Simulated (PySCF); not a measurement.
A structure optimised at PBE-D3(BJ)/def2-SVP, used in a PySCF frequency run:

```
C
H 1 1.1072
H 1 1.1078 2 109.90
H 1 1.1079 2 109.84 3 120.88
Sb 1 2.1708 2 106.75 4 119.92
F 5 1.9588 1 92.87 2 55.65
F 5 1.9591 6 96.39 1 93.38
```

Q: Write its SMILES and formula.

A: [CH3][Sb]([F])[F], CH3F2Sb

Q: What are its rotational constants (standard atomic weights)?

A: 4.0985, 3.9538, 3.1420 GHz
